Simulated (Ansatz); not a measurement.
Several settings on one geometry of GeCl(OiPr)3 (C₉H₂₁ClGeO₃) (that of the charge 0 singlet, r2SCAN-D4/def2-SVP). Ansatz on 2 threads of AMD EPYC 7R13 on a shared host and a share (18 GiB) of an NVIDIA H100 80GB HBM3; times are rough.

```csv
atom,x (Å),y (Å),z (Å)
Ge1,-0.371,-0.226,0.958
Cl2,-0.366,-0.566,3.084
O3,1.308,-0.082,0.436
C4,2.320,-1.028,0.825
C5,3.657,-0.352,0.585
C6,2.161,-2.323,0.043
H7,2.211,-1.240,1.907
H8,3.770,-0.107,-0.483
H9,4.487,-1.013,0.883
H10,3.726,0.580,1.164
H11,1.170,-2.770,0.216
H12,2.264,-2.127,-1.037
H13,2.928,-3.055,0.340
O14,-1.186,1.262,0.525
C15,-0.702,2.541,0.984
C16,-1.920,3.427,1.173
C17,0.295,3.098,-0.020
H18,-0.201,2.408,1.965
H19,-2.453,3.540,0.215
H20,-1.626,4.425,1.531
H21,-2.612,2.979,1.902
H22,1.147,2.412,-0.133
H23,-0.191,3.219,-1.002
H24,0.672,4.080,0.308
O25,-1.267,-1.548,0.232
C26,-1.921,-1.350,-1.042
C27,-2.825,-2.551,-1.243
C28,-0.894,-1.188,-2.152
H29,-2.535,-0.432,-0.981
H30,-2.226,-3.474,-1.283
H31,-3.392,-2.457,-2.182
H32,-3.537,-2.638,-0.409
H33,-0.237,-0.323,-1.964
H34,-0.263,-2.089,-2.224
H35,-1.392,-1.030,-3.122
```

Totals from different functionals, basis sets or treatments of relativity can't be compared as stabilities.

Correlated methods freeze 26 core orbitals; core or outer-core shells of Ge are correlated, in sets that lack core-valence functions.

(1) Give the basis size and estimate the energy, ⟨S²⟩ and time of these runs.

| run | method | charge | state | further keys |
| --- | --- | --- | --- | --- |
| 1 | RHF, mp2/cc-pVDZ | 0 | singlet | fitting: {mean_field: cc-pVTZ-jkfit}; electrons: all; scf: {lower_state_search: off} |
| 2 | RKS revPBE-D4/def2-mTZVPP | 0 | singlet | fitting: {mean_field: def2-universal-jkfit}; scf: {omitted_lower_state_checks: [starts]} |
| 3 | RHF, rpa/def2-mTZVPP | 0 | singlet | fitting: {mean_field: def2-universal-jkfit}; final_grid: {core_spheres: 5, valence_spheres: 4, degree: 11}; point_charges: [{charge: -1.00, position_ang: [7.139, -0.339, -0.897]}]; scf: {lower_state_search: full} |

## Answers

(1) 
| run | functions | energy (Eh) | ⟨S²⟩ | wall time |
| --- | --- | --- | --- | --- |
| 1 | 318 | -3114.7776 | – | 2.1 s |
| 2 | 411 | -3118.4668 | – | 3.4 s |
| 3 | 411 | -3115.5356 | – | 8.5 s |
